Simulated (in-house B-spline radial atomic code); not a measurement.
Radial electron density of Bi IV (Bi3+), [Ar] 3d10 4s2 (4p1/2)1 (4p3/2)4 4d10 (4f5/2)5 (4f7/2)8 5s2 5p6 5d10 6s2 6p2. All numbers are computed (Dirac-Kohn-Sham PBE, spherical fractional occupations; Fermi nucleus of rms radius 5.5211 fm) with a radial B-spline atomic code at the basis-set limit, not measured.

Columns: r (bohr), 4πr²n(r) (electrons per bohr), bar.

```
0.000469    4.368 #
0.000586    6.137 ##
0.000731    8.548 ##
0.000913    11.84 ###
 0.00114    16.27 #####
 0.00142    22.05 ######
 0.00178    29.78 ########
 0.00222    39.35 ###########
 0.00277    51.09 ##############
 0.00346    64.91 ##################
 0.00432    80.13 #######################
  0.0054    95.65 ###########################
 0.00674    109.3 ###############################
 0.00841      119 #################################
  0.0105    122.5 ##################################
  0.0131    119.5 ##################################
  0.0164    112.5 ################################
  0.0204    107.9 ##############################
  0.0255    112.4 ################################
  0.0319    128.6 ####################################
  0.0398    148.2 ##########################################
  0.0497    156.5 ############################################
  0.0621      145 #########################################
  0.0775    127.3 ####################################
  0.0968    127.2 ####################################
   0.121    143.7 ########################################
   0.151    142.7 ########################################
   0.188    110.8 ###############################
   0.235    84.75 ########################
   0.294    91.34 ##########################
   0.367    95.27 ###########################
   0.458    69.91 ####################
   0.572    41.11 ############
   0.714    30.44 #########
   0.891    26.31 #######
    1.11    18.46 #####
    1.39    10.32 ###
    1.74    5.537 ##
    2.17    2.977 #
    2.71    1.316 
    3.38   0.4066 
    4.22  0.07686 
    5.27 0.007647 
    6.58 0.000344 
    8.21 5.65e-06
```

On this grid the curve has 4 maxima, near 0.0105, 0.0497, 0.121, 0.367 bohr.

The 6p1/2 radial function P(r) = rR(r), positive near the nucleus, with its small component Q(r) (sign convention: Q ≈ (P' + κP/r)/2c):

```json
{"r (bohr)": "0.000241", "P": "0.001291", "Q": "0.003926"}
{"r (bohr)": "0.000376", "P": "0.002011", "Q": "0.005582"}
{"r (bohr)": "0.000586", "P": "0.003074", "Q": "0.007868"}
{"r (bohr)": "0.000913", "P": "0.004722", "Q": "0.01099"}
{"r (bohr)": "0.00142", "P": "0.007367", "Q": "0.01514"}
{"r (bohr)": "0.00222", "P": "0.01184", "Q": "0.02055"}
{"r (bohr)": "0.00346", "P": "0.01945", "Q": "0.02704"}
{"r (bohr)": "0.0054", "P": "0.0325", "Q": "0.03398"}
{"r (bohr)": "0.00841", "P": "0.05388", "Q": "0.03951"}
{"r (bohr)": "0.0131", "P": "0.0855", "Q": "0.0402"}
{"r (bohr)": "0.0204", "P": "0.1214", "Q": "0.03147"}
{"r (bohr)": "0.0319", "P": "0.1345", "Q": "0.01079"}
{"r (bohr)": "0.0497", "P": "0.07085", "Q": "-0.01393"}
{"r (bohr)": "0.0775", "P": "-0.08996", "Q": "-0.02255"}
{"r (bohr)": "0.121", "P": "-0.1884", "Q": "-0.003122"}
{"r (bohr)": "0.188", "P": "0.02627", "Q": "0.01576"}
{"r (bohr)": "0.294", "P": "0.2709", "Q": "0.002942"}
{"r (bohr)": "0.458", "P": "-0.08326", "Q": "-0.01087"}
{"r (bohr)": "0.714", "P": "-0.409", "Q": "-0.0007136"}
{"r (bohr)": "1.11", "P": "0.1647", "Q": "0.006771"}
{"r (bohr)": "1.74", "P": "0.7848", "Q": "0.002643"}
{"r (bohr)": "2.71", "P": "0.5803", "Q": "-0.000698"}
{"r (bohr)": "4.22", "P": "0.142", "Q": "-0.0004422"}
{"r (bohr)": "6.58", "P": "0.007992", "Q": "-3.34e-05"}
```
